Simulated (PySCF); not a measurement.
Species: C3H5SSi (charge -1).
Bonds: C1–C2 (triple), C2–C3, C3–S4, S4–Si5. Hydrogens: H6, H7 on C3; H8, H9, H10 on Si5.

Computed, not measured: PySCF, PBE0-D3(BJ)/def2-SVP geometry optimisation, gas phase.

Problem. List the bond lengths, angles and torsions at this level.

Solution. 
```tsv
bond	length (pm)
C1≡C2	125.3
C2–C3	145.0
C3–S4	186.9
S4–Si5	215.5
C3–H6, C3–H7	110.5
Si5–H8	153.0
Si5–H9, Si5–H10	149.0
```

Bonds in one row agree within 1 pm and their mean is given. A selection of angles:
```tsv
angle	degrees
C1–C2–C3	175.8
C2–C3–S4	109.2
C2–C3–H6	113.5
S4–C3–H6	106.4
H6–C3–H7	107.3
C3–S4–Si5	96.9
S4–Si5–H8	94.5
S4–Si5–H9	118.1
H8–Si5–H9	102.8
H9–Si5–H10	114.9
```

Torsions: C2–C3–S4–Si5 0° (synperiplanar).

S4 (sulfur bonded to C and Si) is bent (angle 96.9°). Si5 (SiH3 silicon) has angles from 94.5° to 118.1°. The 2 C–C bonds span 1.253 Å (C1≡C2, drawn triple) to 1.450 Å (C2–C3, drawn single), a spread of 0.197 Å. The 5 heavy atoms lie in one plane (0.003 Å rms). Of the pairs four or more bonds apart, C1···Si5 is among the closest relative to their van der Waals radii: 2.96 Å, 78 % of the sum of Bondi's values.

Point group: Cs (every atom within 0.08 Å of its image). Stationary, but not proved a minimum. The geometry's basis has no diffuse functions, a weakness for an anion.

One conformer stands for the species.
